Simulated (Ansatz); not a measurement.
**Ligand exchange: Al(CH3)(SH)2 + GaH2(SH) → Al(SH)3 + GaH2(CH3)**

Species: Al(CH3)(SH)2, singlet; GaH2(SH), singlet; Al(SH)3, singlet; GaH2(CH3), singlet. The partners trade CH3 for SH: Al–CH3 and Ga–SH bonds give way to Al–SH and Ga–CH3.

Shapes, held fixed at every level: PBE0-D4/def2-TZVP. Flexible molecules stand in one conformer, not always the lowest. Programs: Ansatz 0.2.0. Electronic energies: no zero-point or thermal term.

Problem. Estimate ΔE of this reaction.

Solution. The highest level, CCSD(T)/def2-TZVPP, gives ΔE = +9.0 kJ/mol; the levels span +6.7 to +12.4. The column of differences is taken from that level and isn't an error. No measured value is set beside it here. Relativity is left out for Ga unless named. Correlated rows may include outer-core shells of Ga, which these sets cover unevenly. Times are processor times on shared x86 and Arm servers, and rough.

```
              level                    kind  ΔE (kJ/mol)  less CCSD(T)/def2-TZVPP  CPU time (sum over the molecules)
      HF/def2-TZVPP            Hartree–Fock        +11.5                     +2.5                                  –
B3LYP-D4/def2-TZVPP           global hybrid        +12.4                     +3.4                               30 s
 PBE0-D4/def2-TZVPP           global hybrid        +11.7                     +2.7                               19 s
 wB97X-V/def2-TZVPP  range-separated hybrid        +10.4                     +1.4                               51 s
  B2PLYP/def2-TZVPP           double hybrid        +11.9                     +2.9                               31 s
     MP2/def2-TZVPP     perturbation theory         +6.7                     -2.3                                  –
 CCSD(T)/def2-TZVPP   coupled cluster or CI         +9.0                      0.0                            1.7 min
```
